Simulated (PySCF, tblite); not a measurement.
Isomers of C3H2ClF2O (doublet state), one GFN2-xTB conformer each. Single-point energies are computed at B3LYP/pcH-1 (PySCF, gas phase, no added dispersion term), electronic only. GFN2-xTB treats the open shell by occupation alone, and not every SCF solution was tested for stability.

```
              SMILES  GFN2-xTB relative energy (kcal/mol)
      FC1(F)OC[C]1Cl                                  0.0
FC1(F)O[CH][C@@H]1Cl                                  4.8
```

Task: What does B3LYP/pcH-1 give for the same structures?

Result: 
| SMILES | B3LYP/pcH-1 E (Eh) | B3LYP/pcH-1 (kcal/mol) | GFN2-xTB (kcal/mol) | point group |
| --- | --- | --- | --- | --- |
| FC1(F)O[CH][C@@H]1Cl | -850.55894 | 0.0 | 4.8 | C1 |
| FC1(F)OC[C]1Cl | -850.55746 | 0.9 | 0.0 | C1 |

GFN2-xTB puts FC1(F)OC[C]1Cl lowest instead. Neighbours under 5.0 kcal/mol apart (FC1(F)O[CH][C@@H]1Cl and FC1(F)OC[C]1Cl) can change places with a better method, another conformer or zero-point energy.

Task: What happens when harmonic zero-point energies from GFN2-xTB frequencies are added?

Result: 
| SMILES | ZPE (kcal/mol) | electronic (kcal/mol) | with ZPE (kcal/mol) |
| --- | --- | --- | --- |
| FC1(F)O[CH][C@@H]1Cl | 28.7 | 0.0 | 0.0 |
| FC1(F)OC[C]1Cl | 29.2 | 0.9 | 1.4 |

The zero-point energies span 0.5 kcal/mol. The order is unchanged.
